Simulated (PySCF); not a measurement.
C2H2, triplet, geometry from GFN2-xTB (a higher spin typed on purpose: for a closed-shell molecule this is an excited state); MP2/6-31G run with PySCF.

Here is a job for PySCF.
```python
from pyscf import gto, scf, mp

mol = gto.M(
    atom='''
C    -0.59796120    0.18407525   -0.20686836
C     0.58609806    0.05773809    0.29562000
H    -1.12454913   -0.60165515   -0.75859186
H     1.19572795   -0.84922486    0.22608202
''',
    basis='6-31g',
    spin=2,
    verbose=5,
)

mf = scf.UHF(mol)
mf.kernel()

pt = mp.MP2(mf, frozen=2)
pt.kernel()
print('E(MP2) = %.10f' % pt.e_tot)
```

What the program printed (banner, timings and long lists left out):

```
PySCF version 2.14.0

[INPUT] verbose = 5
[INPUT] max_memory = 4000
[INPUT] num. atoms = 4
[INPUT] num. electrons = 14
[INPUT] charge = 0
[INPUT] spin (= nelec alpha-beta = 2S) = 2
[INPUT] symmetry False subgroup None
[INPUT] Mole.unit = angstrom
[INPUT] Symbol           X                Y                Z      unit          X                Y                Z       unit  Magmom
[...]
[INPUT] ---------------- BASIS SET ----------------
[INPUT] l, kappa, [nprim/nctr], expnt,             c_1 c_2 ...
[INPUT] C
[...]
                                457.36951         0.0140373
                                103.94869         0.0688426
                                29.210155         0.2321844
                                9.286663          0.4679413
                                3.163927          0.362312
[...]
                                1.8812885         -0.1608542
                                0.5442493         1.1434564
[...]
                                1.8812885         0.316424
                                0.5442493         0.7443083
[...]
[INPUT] H
[...]
                                2.8253937         0.23472695
                                0.6401217         0.81375733
[...]
nuclear repulsion = 23.7503487166325
number of shells = 14
number of NR pGTOs = 52
number of NR cGTOs = 22
basis = 6-31g
ecp = {}

******** <class 'pyscf.scf.uhf.UHF'> ********
method = UHF
initial guess = minao
damping factor = 0
level_shift factor = 0
DIIS = <class 'pyscf.scf.diis.CDIIS'>
diis_start_cycle = 1
diis_space = 8
diis_damp = 0
SCF conv_tol = 1e-09
SCF conv_tol_grad = None
SCF max_cycles = 50
direct_scf = True
direct_scf_tol = 1e-13
number electrons alpha = 8  beta = 6
Set gradient conv threshold to 3.16228e-05
E1 = -149.05390948783713  E2 = 48.52324773161187  Ecoul = 59.40505041443975  Exc = -10.881802682827882
init E= -76.7803130395928
cond(S) = 457.0254453238582

  alpha mo_energy =
[-11.31453632 -11.31013946  -1.31312547  -0.73514543  -0.51366175
  -0.26699175  -0.23941111  -0.07254362   0.10040011   0.2296631
   0.30263664   0.49955439   0.66021605   0.73658148   0.7538234
   0.81392515   0.83720343   0.8762921    1.06801801   1.13598794
   1.16250576   1.35749055]
  beta  mo_energy =
[-11.31453632 -11.31013946  -1.31312547  -0.73514543  -0.51366175
  -0.26699175  -0.23941111  -0.07254362   0.10040011   0.2296631
   0.30263664   0.49955439   0.66021605   0.73658148   0.7538234
   0.81392515   0.83720343   0.8762921    1.06801801   1.13598794
   1.16250576   1.35749055]
multiplicity <S^2> = 2  2S+1 = 3
E1 = -148.513032749108  E2 = 48.128585841229544  Ecoul = 58.987894701769044  Exc = -10.8593088605395
cycle= 1 E= -76.6340981912459  delta_E= 0.146  |g|= 0.199  |ddm|= 1.43
  alpha mo_energy =
[-11.37076104 -11.36866548  -1.14968183  -0.81928817  -0.69896885
  -0.54595804  -0.45761898  -0.36727965   0.12657382   0.21678084
   0.28836711   0.48007398   0.62542593   0.71974643   0.7271383
   0.77556714   0.8309974    0.83316284   1.04671874   1.11518114
   1.14443745   1.34400203]
  beta  mo_energy =
[-1.13507750e+01 -1.13491600e+01 -1.04374415e+00 -7.16952873e-01
 -6.30147590e-01 -4.23034529e-01  5.06334080e-03  1.22503532e-01
  1.67300090e-01  2.59862854e-01  3.29576957e-01  5.42622329e-01
  6.72305251e-01  7.34534308e-01  8.05465817e-01  8.17934638e-01
  8.50847520e-01  9.42443416e-01  1.07981160e+00  1.15337999e+00
  1.18642878e+00  1.37889872e+00]
multiplicity <S^2> = 2.0016502  2S+1 = 3.0010999
E1 = -149.35126367373533  E2 = 48.92155177375931  Ecoul = 59.90319191511224  Exc = -10.981640141352926
cycle= 2 E= -76.6793631833435  delta_E= -0.0453  |g|= 0.0732  |ddm|= 0.408
  alpha mo_energy =
[-11.25996962 -11.25778528  -1.08245565  -0.77543218  -0.65349228
  -0.52117253  -0.41322682  -0.35315259   0.16419088   0.24678041
   0.31782828   0.50210589   0.65560411   0.74522815   0.75519497
   0.80758662   0.85837821   0.87543963   1.09047513   1.16069487
   1.19201763   1.3933443 ]
  beta  mo_energy =
[...]
cycle= 7 E= -76.6882284558966  delta_E= -1.51e-06  |g|= 0.000167  |ddm|= 0.00276
  alpha mo_energy =
[-11.28109148 -11.27894125  -1.08753216  -0.77701953  -0.65872035
  -0.53561893  -0.42032983  -0.36756871   0.15726267   0.25009697
   0.32060345   0.49652921   0.65161411   0.73093695   0.74967786
   0.81031908   0.84477789   0.86814695   1.08468183   1.16395997
   1.1961452    1.38891169]
  beta  mo_energy =
[-11.25466074 -11.25286642  -0.99323013  -0.68637491  -0.60940226
  -0.37664758   0.0575575    0.17525983   0.20655564   0.2818943
   0.34825352   0.56566757   0.69300137   0.76940819   0.83203263
   0.85575062   0.89221165   0.98362714   1.11529409   1.19503031
   1.22767235   1.42221631]
multiplicity <S^2> = 2.001442  2S+1 = 3.0009612
E1 = -149.29718617709028  E2 = 48.85860894585445  Ecoul = 59.84942238121867  Exc = -10.990813435364224
cycle= 8 E= -76.6882285146033  delta_E= -5.87e-08  |g|= 2.97e-05  |ddm|= 0.000942
  alpha mo_energy =
[-11.28109056 -11.27894037  -1.08753477  -0.77701998  -0.65871731
  -0.53561848  -0.42032932  -0.36756408   0.15726342   0.25009787
   0.32059774   0.4965321    0.65161331   0.73093871   0.74967879
   0.81031767   0.8447728    0.86814749   1.08468313   1.16395862
   1.19614261   1.38891165]
  beta  mo_energy =
[-11.25465927 -11.25286494  -0.99321978  -0.68636647  -0.6093972
  -0.3766443    0.05755103   0.17525214   0.20655801   0.28189195
   0.34825406   0.56566648   0.6930022    0.76941153   0.83203223
   0.85574882   0.89221431   0.98362919   1.11529448   1.19502923
   1.22767215   1.42221624]
multiplicity <S^2> = 2.0014416  2S+1 = 3.0009609
E1 = -149.29718844996933  E2 = 48.858611217112475  Ecoul = 59.849422942637304  Exc = -10.990811725524829
cycle= 9 E= -76.6882285162243  delta_E= -1.62e-09  |g|= 8.19e-06  |ddm|= 0.000216
  alpha mo_energy =
[-11.28109038 -11.27894019  -1.08753412  -0.7770202   -0.65871667
  -0.53561989  -0.42032865  -0.36756468   0.15726371   0.25009854
   0.32059781   0.49653239   0.65161374   0.73093951   0.74967931
   0.81031849   0.84477231   0.86814782   1.08468371   1.16395947
   1.19614364   1.38891272]
  beta  mo_energy =
[-11.25465851 -11.25286421  -0.9932195   -0.68636654  -0.60939914
  -0.37664302   0.05755432   0.17525291   0.20655897   0.28189192
   0.34825425   0.56566674   0.69300341   0.7694125    0.83203216
   0.85574957   0.8922152    0.98363045   1.11529552   1.19502895
   1.22767187   1.42221689]
multiplicity <S^2> = 2.0014417  2S+1 = 3.000961
E1 = -149.29718775085155  E2 = 48.85861051784054  Ecoul = 59.84942205173064  Exc = -10.990811533890103
cycle= 10 E= -76.6882285163785  delta_E= -1.54e-10  |g|= 3.57e-06  |ddm|= 3.49e-05
  alpha mo_energy =
[-11.28109064 -11.27894046  -1.08753429  -0.77702038  -0.65871668
  -0.53562025  -0.42032884  -0.36756452   0.15726354   0.25009855
   0.32059782   0.49653225   0.6516136    0.73093948   0.74967918
   0.81031863   0.84477215   0.86814765   1.08468348   1.16395958
   1.19614382   1.3889127 ]
  beta  mo_energy =
[-11.25465864 -11.25286434  -0.99321922  -0.68636646  -0.60939894
  -0.37664307   0.05755425   0.17525283   0.206559     0.281892
   0.34825417   0.56566669   0.69300351   0.76941245   0.83203206
   0.85574948   0.89221513   0.98363038   1.11529576   1.1950289
   1.22767174   1.42221689]
multiplicity <S^2> = 2.0014417  2S+1 = 3.000961
E1 = -149.29718833396896  E2 = 48.85861110093622  Ecoul = 59.84942274732156  Exc = -10.990811646385339
Extra cycle  E= -76.6882285164002  delta_E= -2.17e-11  |g|= 2.26e-06  |ddm|= 4.91e-06
converged SCF energy = -76.6882285164002  <S^2> = 2.0014417  2S+1 = 3.000961

******** <class 'pyscf.mp.ump2.UMP2'> ********
nocc = (np.int64(6), np.int64(4)), nmo = (20, 20)
frozen orbitals 2
transform (ia|jb) incore
E(UMP2) = -76.822675472012  E_corr = -0.134446955611733
E(SCS-UMP2) = -76.8241828776605  E_corr = -0.135954361260253
E_corr(same-spin) = -0.0292869063159546
E_corr(oppo-spin) = -0.105160049295779
E(MP2) = -76.8226754720
```
